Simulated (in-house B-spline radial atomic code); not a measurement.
**BP86 excitations of Ca⁸⁺**

Method: BP86. Computed with a B-spline radial code for spherical atoms: linear response of the closed shell [Ne] 3s2 with the functional's adiabatic kernel; non-relativistic, point nucleus, no spin-orbit coupling, no double excitations, S, P, D and F terms only.

Command:
```bash
python run_td.py task.json out
```
Settings (radii: box in bohr, nucleus in fm):
```
Z                        20
electrons                12
configuration            [Ne] 3s2
hamiltonian              nr
method                   b88,p86
box_radius               11.59
intervals                50
```

Cost of the run: 0.3 s on 1 thread of Arm Neoverse N1, on a shared host.

The lowest states, in the order of their Tamm-Dancoff energies; the method's threshold (minus the highest occupied level) is 178.12 eV. Labels give the largest channel, * marks a mixed state, and oscillator strengths are full-response dipole values. Semilocal kernels can invert the small singlet-triplet splittings of Rydberg terms. Energies in eV:

```
     state  full response  Tamm-Dancoff  oscillator strength
3s → 3p 3P         16.725        17.130                    -
3s → 3p 1P         25.984        26.845                    1
3s → 3d 3D              ?             ?                    -
3s → 3d 1D          51.22         51.23                    -
3s → 4s 3S          93.79         93.80                    -
3s → 4s 1S          95.33         95.37                    -
3s → 4p 3P         101.35        101.36                    -
3s → 4p 1P         101.69        101.72                0.282
3s → 4d 1D         111.91        111.92                    -
3s → 4d 3D         111.92        111.93                    -
3s → 4f 3F         115.23        115.27                    -
3s → 4f 1F         115.79        115.81                    -
3s → 5s 3S              ?             ?                    -
3s → 5s 1S         129.67        129.68                    -
3s → 5p 3P         132.77        132.77                    -
3s → 5p 1P         132.80        132.81                0.096
```

**Question.** Where does 3s → 3d 3D lie?

**Answer.** At 47.11 eV in full response, 47.29 eV in Tamm-Dancoff.

**Question.** Where does 3s → 5s 3S lie?

**Answer.** At 129.25 eV in full response, 129.25 eV in Tamm-Dancoff.

**Question.** How large is the singlet-triplet splitting of 3s → 3p (P terms) in Tamm-Dancoff?

**Answer.** 9.72 eV, from the unrounded values.

**Question.** What polarisabilities and dispersion coefficient does the method give?

**Answer.** Dipole 1.152 bohr³, quadrupole 0.6619 bohr⁵, C6 1.03 hartree·bohr⁶ for two such species.
